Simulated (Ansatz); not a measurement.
Which method gave which barrier?

Saddle point of AlH$_{2}$BrCl$_{2}$, singlet (AlBrCl₂ ([Cl][Al]([Cl])[Br]) + H₂ → AlHCl₂ ([Cl][AlH][Cl]) + HBr (still joined by a long Al–Br bond); bonds formed: Al1–H6, Br2–H5; bonds broken: H5–H6; bonds weakened to dative contacts: Al1–Br2), PBE0-D4/def2-TZVP structure:

Al1  (-0.301, 0.418, -0.279)
Br2  (0.226, -1.744, 1.087)
Cl3  (-1.099, -0.188, -2.105)
Cl4  (-1.335, 1.708, 0.988)
H5  (1.185, -0.684, 0.510)
H6  (1.324, 0.490, -0.200)
(Å)

Ansatz 0.2.0; basis: def2-TZVPP, with def2-QZVPP for the basis limit; cores frozen in the correlated methods. Filled d shells of the heavier atoms are correlated. The def2 sets are not built for correlating such inner shells, so the correlated values are less sure here. Extrapolation: Hartree–Fock as exp(−7.88 √X), correlation as X^−2.97. Four methods, as single points on the PBE0-D4 structures, gave these electronic barriers from the start structure: 121.0, 132.5, 145.5, 177.5 kJ/mol.

Q: The methods were, in alphabetical order, CCSD(T), HF, PBE-D4, PBE0-D4. Which gave which? (A judgement: the text doesn't fix the answer.)

A: Computed: PBE-D4 121.0; PBE0-D4 132.5; CCSD(T) 145.5; HF 177.5 kJ/mol. For comparison, CCSD(T) at an estimated basis limit (MP2 extrapolated from triple and quadruple zeta, plus CCSD(T) − MP2 in triple zeta) gives 148.3 kJ/mol.

No T1 diagnostic of these runs exceeds 0.008.

Labels in which every atom is bracketed show which atoms are joined, not bond orders.

For scale, one of the runs: CCSD(T)/def2-TZVPP, 202 basis functions (an equivalent command: `ansatz run in.yaml --threads 4`). Time: 16 s of wall clock on 4 CPU threads; the host was shared. Peak host memory: 2.4 GiB.
